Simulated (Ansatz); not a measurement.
H4HfO4 (`[OH][Hf]([OH])([OH])[OH]`), 9 atoms. The species carries charge 0 and has multiplicity 1. Correlated methods include outer-core shells of Hf, which these sets cover unevenly. Hf takes the def2 core potential. All runs use 4 threads of an Arm Neoverse V1 on a shared host. Correlated methods freeze the cores.

(1) Give the basis size and wall time and peak host memory of each of these runs in Ansatz. RKS PBE0-D4/def2-QZVPP energy; RKS ωB97M-V/def2-SVP energy; RKS PBE0-D4/def2-TZVP frequencies; RKS r2SCAN-D4/def2-TZVPP energy and forces; RHF-CCSD(T)/def2-TZVPP energy; direct RPA on PBE orbitals/def2-TZVPP energy; RKS revPBE-D4/def2-TZVPP energy; RKS PBE0-D4/def2-TZVPP energy; RKS ωB97M-V/def2-QZVPP energy; RHF-MP2/def2-QZVPP energy; RKS PBE0-D4/def2-SVP energy; RKS r2SCANh-D4/def2-TZVPP energy. (An estimate is asked.)

Answers

(1) The calculation gave: Other jobs shared the machine, so times are rough.

```tsv
level	job	functions	wall time	peak host memory (GiB)
RKS PBE0-D4/def2-SVP	energy	108	1.1 s	0.45
RKS revPBE-D4/def2-TZVPP	energy	236	1.9 s	0.28
RKS PBE0-D4/def2-TZVPP	energy	236	2.6 s	0.51
RKS r2SCANh-D4/def2-TZVPP	energy	236	4.6 s	0.53
RKS r2SCAN-D4/def2-TZVPP	energy and forces	236	4.8 s	0.31
RKS ωB97M-V/def2-SVP	energy	108	5.5 s	0.45
RKS PBE0-D4/def2-QZVPP	energy	429	5.5 s	1.2
direct RPA on PBE orbitals/def2-TZVPP	energy	236	6.5 s	0.59
RHF-MP2/def2-QZVPP	energy	429	15 s	2
RKS ωB97M-V/def2-QZVPP	energy	429	16 s	1.6
RKS PBE0-D4/def2-TZVP	frequencies	188	110 s	0.45
RHF-CCSD(T)/def2-TZVPP	energy	236	4.3 min	5.3
```
